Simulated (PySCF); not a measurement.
All of these have the formula C4H7NS2Si. The calculation used TDDFT wB97X-D/def2-SVPD, vertical, gas phase, core orbitals frozen in the response in PySCF 2.14.0, density-fitted response routines. Geometries: GFN2-xTB; one conformer of each isolated species. Triplets are in the Tamm–Dancoff approximation.

A. `N#CC[Si@@H]1CSCS1`
B. `C=N[Si@H]1SC=C(C)S1`
C. `[SiH3]Nc1cscc1S`
D. `N#C[C@@H]1S[C@@H]1CS[SiH3]`

Lowest singlet levels (six at most, fewer where fewer were computed) with oscillator strengths:

1. 4.94 eV (f 0.046); 5.00 eV (f 0.103); 5.29 eV (f 0.005); 5.42 eV (f 0.049); 5.58 eV (f 0.010); 5.85 eV (f 0.001); T1 3.62 eV
2. 3.91 eV (f 0.000); 4.24 eV (f 0.001); 4.39 eV (f 0.003); 5.16 eV (f 0.077); 5.84 eV (f 0.020); 6.04 eV (f 0.046); T1 3.40 eV
3. 5.09 eV (f 0.001); 5.51 eV (f 0.001); 6.05 eV (f 0.005); 6.22 eV (f 0.014); 6.45 eV (f 0.021); 6.77 eV (f 0.022); T1 4.69 eV
4. 4.53 eV (f 0.001); 5.65 eV (f 0.003); 5.79 eV (f 0.010); 6.22 eV (f 0.017); 6.44 eV (f 0.021); 6.71 eV (f 0.025); T1 4.10 eV

Question: Which spectrum belongs to which structure?

Answer: 1 = C, 2 = B, 3 = A, 4 = D.
- A: S1 at 5.09 eV, HOMO→LUMO (76%); Löwdin shares by element: HOMO sulfur 77%, carbon 15% or more; LUMO sulfur 53%, silicon 13%, carbon 8% or more (atoms not listed hold the other 26%); HOMO -8.72 and LUMO 1.03 eV.
- B: S1 at 3.91 eV, HOMO-1→LUMO (96%); Löwdin shares by element: HOMO sulfur 48%, carbon 39% or more; LUMO carbon 40% or more, nitrogen 29%, silicon 9%, hydrogen 6% or more (atoms not listed hold the other 16%); HOMO -7.64 and LUMO 0.31 eV.
- C: S1 at 4.94 eV, HOMO→LUMO (37%), HOMO→LUMO+1 (25%), HOMO-1→LUMO+1 (12%); Löwdin shares by element: HOMO carbon 26% or more, sulfur 24% or more, nitrogen 22% (atoms not listed hold the other 29%); LUMO carbon 54% or more, sulfur 19% or more (atoms not listed hold the other 27%); HOMO -7.72 and LUMO 1.25 eV.
- D: S1 at 4.53 eV, HOMO-1→LUMO (79%), HOMO→LUMO (17%); Löwdin shares by element: HOMO sulfur 73%, silicon 8%, carbon 8% or more; LUMO sulfur 46% or more, carbon 27% or more, nitrogen 10% (atoms not listed hold the other 17%); HOMO -8.89 and LUMO 0.39 eV.
